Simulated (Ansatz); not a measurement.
`O[SiH](O)C[SiH2]F` + `O[Si](O)(F)F` → `O[SiH](O)O[Si](O)(F)F` + `C[SiH2]F`  (ligand exchange at the Si–C bond)

Calculated with Ansatz (gas phase, PBE0-D4/def2-TZVP geometries, no zero-point term in ΔE). CBS: MP2 limit from def2 TZ/QZ plus the TZ coupled-cluster correction, frozen cores. Functionals use def2-TZVPP. One conformer a species, not always the lowest.

`O[SiH](O)C[SiH2]F`:

Cartesian coordinates in Å:
```
O 1.267 -1.453 -0.948
Si 0.507 -0.027 -1.221
O 1.387 1.278 -0.742
C -1.064 0.112 -0.231
Si -0.785 0.074 1.601
F 0.352 -1.035 1.905
H 1.370 -1.703 -0.025
H 0.281 -0.008 -2.685
H 2.258 1.396 -1.126
H -1.732 -0.706 -0.518
H -1.563 1.054 -0.486
H -1.990 -0.352 2.355
H -0.287 1.369 2.120
```

`O[Si](O)(F)F`:

Z-matrix (Å, degrees):
```
Si
O 1 1.609
F 1 1.583 2 110.1
O 1 1.609 2 107.3 3 122.5
F 1 1.583 2 112.2 3 -116.4
H 2 0.957 1 118.9 3 32.8
H 4 0.957 1 118.9 2 155.3
```

`O[SiH](O)O[Si](O)(F)F`:

```xyz
12

O    -0.392    1.559   -2.268
Si   -0.329    1.338   -0.663
O     1.209    1.487   -0.140
O    -0.863   -0.168   -0.247
Si   -0.462   -1.419    0.653
O     0.885   -1.027    1.474
F    -0.217   -2.702   -0.230
F    -1.625   -1.802    1.646
H     0.297    1.171   -2.810
H    -1.255    2.316   -0.077
H     1.482    0.903    0.574
H     1.270   -1.654    2.088
```

`C[SiH2]F`:

Cartesian coordinates in Å:
```
C -0.575 0.144 -0.786
Si 0.486 -0.162 0.702
F 1.559 1.022 0.843
H 0.028 0.179 -1.697
H -1.308 -0.660 -0.896
H -1.117 1.088 -0.695
H -0.318 -0.180 1.950
H 1.245 -1.432 0.578
```

| level | ΔE (kJ/mol) |
| --- | --- |
| r2SCAN-D4 | -122.1 |
| PBE0-D4 | -115.3 |
| ωB97X-V | -120.9 |
| ωB97M-V | -120.3 |
| SCS-MP2/def2-TZVPP | -126.4 |
| CCSD/def2-TZVPP | -126.4 |
| CCSD(T)/def2-TZVPP | -123.3 |
| SCS-MP2/def2-QZVPP | -127.3 |

(1) What does CCSD(T)/CBS give? (Best estimate.)

Largest T1 diagnostic among the species: 0.012.

## Answers

(1) Ansatz gave: -123.2 kJ/mol. The listed levels differ from it by 1.1, 7.9, 2.3, 2.9, -3.2, -3.2, -0.1, -4.1 kJ/mol.

From PBE to PBE0 (25 % exact exchange), in def2-TZVPP and without D4, ΔE moves by −5.2 kJ/mol. In def2-TZVPP, CCSD(T) changes the Hartree–Fock value by +21.7 kJ/mol (the triples alone add +3.1 kJ/mol) and MP2 by +22.8 kJ/mol.
